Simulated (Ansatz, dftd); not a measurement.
Reaction: SiH2F2 (difluorosilane, SMILES F[SiH2]F) → SiHF2 (SMILES F[SiH]F, doublet) + H (doublet) (the H-Si bond breaks)
Each species at its own B3LYP-D3(BJ)/def2-TZVP minimum (Ansatz, a program for electronic structure).

Property: bond dissociation energy (electronic), in kJ/mol. Open shells are spin-unrestricted; no spin-orbit coupling. CBS(X,Y): correlation extrapolated as X^-3, Hartree-Fock from the larger set (Q,5: extrapolated as (X+1)exp(-9√X)). A bracket is a step between two methods taken in the basis named. Functionals run without relativity, which enters their misses. Double hybrids freeze cores in their MP2 part. '+ core + X2C': CCSD(T) terms for core correlation (cc-pwCVTZ, 1s frozen past Ne) and scalar relativity (cc-pVTZ-DK). Where a partner has so few electrons that a lower coupled-cluster level is exact, that level stands in.

Compared with CCSD(T)/CBS(cc-pV(Q+d)Z,cc-pV(5+d)Z) + [CCSDT(Q) - CCSD(T)]/cc-pV(D+d)Z + core + X2C (Ansatz): 425.7 kJ/mol.

Problem. Rank these levels by how close they come to it, closest first: CAM-B3LYP-D4/def2-TZVPD (Ansatz + dftd4); B2GP-PLYP-D4/def2-TZVPD (Ansatz + dftd4); r2SCAN-D3(BJ)/def2-TZVPD (Ansatz + dftd3).

Solution. CAM-B3LYP-D4/def2-TZVPD (416.7 kJ/mol, difference -9.0), B2GP-PLYP-D4/def2-TZVPD (413.8 kJ/mol, difference -11.9), r2SCAN-D3(BJ)/def2-TZVPD (401.0 kJ/mol, difference -24.7)
